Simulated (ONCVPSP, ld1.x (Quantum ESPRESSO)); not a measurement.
Hardness and transferability of assorted potentials

Generated with ld1.x 7.5 (TM, RRKJ, ultrasoft, PAW), atompaw 4.2 or ONCVPSP 4.0.1. The cutoff is in Ry: for ld1.x and atompaw files where the sum of valence levels is converged to 10 mRy in a Bessel basis, for ONCV files where the hardest occupied wave has 1 mHa per electron of residual kinetic energy. The error is the largest all-electron minus pseudo excitation energy over each file’s own four to seven test configurations (ionisations up to +4, promotions, holes and added fractions of an electron), all of which were solved. The labels leave out finer settings (local radius, basis sizes, second energies), which also bear on the numbers. Spin-polarised tests are not counted. The rows are a selection from randomly drawn settings: files with unsolved tests, undetermined cutoffs or missed reference levels are left out.

```csv
element,potential,cutoff (Ry),largest error (meV),bound ghosts
Si,"ONCV, PBEsol, scalar-relativistic, rc 1.55/1.95 (sp), local smoothed, core correction yes, reference 3s2 3p2, qcut 3.3/3.4, projectors 1/2",29,+99,none
Zr,"ONCV, PBE, scalar-relativistic, rc 3.35/3.30/2.15 (spd), local smoothed, core correction yes, reference 4d2 5s2, qcut 1.7/2.6/8.9, projectors 2/2/2",32,-520,none
Nb,"ONCV, LDA (Perdew-Wang 92), scalar-relativistic, rc 1.85/1.75/2.05 (spd), local smoothed, core correction yes, reference 4s2 4p6 4d4, qcut 8.6/6.1/7.4, projectors 2/2/2",37,+8.4,none
Pt,"ONCV, PBE, scalar-relativistic, rc 1.40/1.45/2.15 (spd), local smoothed, core correction no, reference 5s2 5p6 5d9 6s1, qcut 8.7/8.1/7.8, projectors 2/2/2",57,-11,none
```

**Question.** Fill in the row for N: TM, LDA (PZ), non-relativistic, rc 0.85/1.12 (sp), local s, core correction yes, reference 2s2 2p3.

**Answer.** cutoff 90 Ry, largest error +291 meV, bound ghosts: none.

**Question.** Fill in the row for He: PAW, LDA (PZ), scalar-relativistic, rc 0.55 (s), local smoothed, core correction no, reference 1s1.

**Answer.** cutoff 100 Ry, largest error +0.7 meV, bound ghosts: none.

**Question.** Fill in the row for Mn: ONCV, LDA (Perdew-Wang 92), scalar-relativistic, rc 1.35/1.00/1.40 (spd), local smoothed, core correction yes, reference 3s2 3p6 3d5 4s1.5, qcut 10.3/8.4/9.7, projectors 3/2/2.

**Answer.** cutoff 132 Ry, largest error +38 meV, bound ghosts: none.
